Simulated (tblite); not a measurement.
Run record: nudged-elastic-band run, `C=C(C)CC[SiH3]`.

Computed with GFN2-xTB (tblite), gas phase: nudged elastic band of 9 images (0 to 8), spring 0.2 eV/Å², climbing image at the end, force threshold 0.05 eV/Å. No saddle search or frequency run followed, so the top image need not be a first-order saddle, and its height can exceed the method's true barrier by a kcal/mol or more. The command runs a driver script over a list of jobs; the input below is this job's line of settings and its coordinates in Å. «atoms» counts from 0 and names the dihedral (C2–C4–C5–Si6 when counted from 1); «turn» is the rotation in degrees that makes the guess of the end point.

Command:
```bash
OMP_NUM_THREADS=1 python probes_run.py task.json out
```

Input:
```
{"job": {"kind": "neb", "xc": "GFN2-xTB", "basis": "xTB", "atoms": [1, 3, 4, 5], "turn": 120}, "charge": 0, "multiplicity": 1}
C     -1.127315     1.274869     1.162705
C     -0.993908     0.164509     0.454985
C     -1.823908    -0.109515    -0.761992
C      0.007997    -0.893485     0.820690
C      1.104717    -1.061157    -0.236403
Si     2.024149     0.556021    -0.634814
H     -1.845834     2.034272     0.902946
H     -0.527143     1.470247     2.035250
H     -1.201914    -0.081607    -1.656212
H     -2.611954     0.631133    -0.870323
H     -2.275305    -1.099123    -0.700587
H      0.471776    -0.634290     1.774650
H     -0.513484    -1.848171     0.951487
H      1.817424    -1.806276     0.124107
H      0.671191    -1.475976    -1.147963
H      3.147911     0.231931    -1.518908
H      2.528313     1.151152     0.603285
H      1.138527     1.501783    -1.314561
```

Output:
```
image   E - E0 / eV
  0      -0.0000
  1       0.0155
  2       0.0600
  3       0.1097
  4       0.1302
  5       0.1071
  6       0.0607
  7       0.0208
  8       0.0052
```

Q: Read off the barriers.

A: The highest image is 4: 0.130 eV (3.00 kcal/mol) above the start and 0.125 eV (2.88 kcal/mol) above the end. The band met its force threshold.

Q: Which dihedral does each image have?

A: 0: 55°, 1: 70°, 2: 85°, 3: 101°, 4: 117°, 5: 133°, 6: 149°, 7: 167°, 8: 180°.

Q: Give the geometry of the highest image and of the end point.

A: 
Image 4:
```
atom  x, y, z in Å
C1     -1.512    1.374    0.896
C2     -1.202    0.192    0.386
C3     -2.126   -0.549   -0.535
C4      0.096   -0.496    0.703
C5      1.017   -0.628   -0.528
Si6     2.658    0.316   -0.358
H7     -2.446    1.863    0.676
H8     -0.846    1.901    1.558
H9     -1.704   -0.602   -1.538
H10    -3.094   -0.058   -0.599
H11    -2.271   -1.571   -0.186
H12     0.601    0.058    1.497
H13    -0.128   -1.492    1.094
H14     1.224   -1.683   -0.719
H15     0.493   -0.265   -1.413
H16     3.513   -0.024   -1.497
H17     3.308   -0.087    0.891
H18     2.409    1.758   -0.339
```

Image 8:
```
atom  x, y, z in Å
C1     -1.878    1.383    0.562
C2     -1.306    0.207    0.361
C3     -2.061   -0.970   -0.181
C4      0.155   -0.024    0.640
C5      0.992    0.113   -0.637
Si6     2.849   -0.155   -0.335
H7     -2.917    1.559    0.342
H8     -1.329    2.221    0.959
H9     -1.562   -1.374   -1.061
H10    -3.076   -0.695   -0.452
H11    -2.102   -1.762    0.567
H12     0.506    0.704    1.374
H13     0.297   -1.022    1.060
H14     0.635   -0.604   -1.380
H15     0.820    1.104   -1.062
H16     3.573    0.037   -1.593
H17     3.070   -1.518    0.156
H18     3.326    0.800    0.667
```

The run took about 10 s of CPU time (one thread, shared machine).
